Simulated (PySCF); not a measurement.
**Dipole response of Rb⁺ (rubidium, charge +1)**

[Kr], closed-shell 1S. Computed with PySCF 2.14 in aug-cc-pVQZ-X2C (9s8p6d3f2g, 102 functions), with scalar relativity by spin-free X2C-1e. Coupled (time-dependent) response in atomic units; α is the mean over directions.

| method | mean α (bohr³) | C₆ (like pair) | S(−4) |
| --- | --- | --- | --- |
| UHF | 8.793 | 51.56 | 12.21 |
| PBE | 9.231 | 54.65 | 14.23 |
| PBE0 | 9.039 | 53.39 | 13.26 |
| M06-L | 8.955 | 54.16 | 12.25 |
| TPSS | 9.109 | 54.21 | 13.50 |

S(−4) is the Cauchy moment in α(ω) = α(0) + S(−4) ω² + …

α(iu) at PBE0:

| u (hartree) | α(iu) (bohr³) |
| --- | --- |
| 0 | 9.039 |
| 0.0500 | 9.006 |
| 0.100 | 8.909 |
| 0.200 | 8.543 |
| 0.300 | 8.006 |
| 0.500 | 6.704 |
| 0.750 | 5.148 |
| 1.00 | 3.923 |
| 1.50 | 2.368 |
| 2.00 | 1.536 |
| 3.00 | 0.7736 |
| 5.00 | 0.3032 |

A single London oscillator, α(iu) = α/(1 + u²/ω²), gives C₆ = (3/4) ω α². Matching the computed C₆ needs ω = 4 × 53.39 / (3 × 9.039²) = 0.871 hartree.

For an ion, C₆ is the dispersion term alone; charge-induced terms of lower order in 1/R come first.
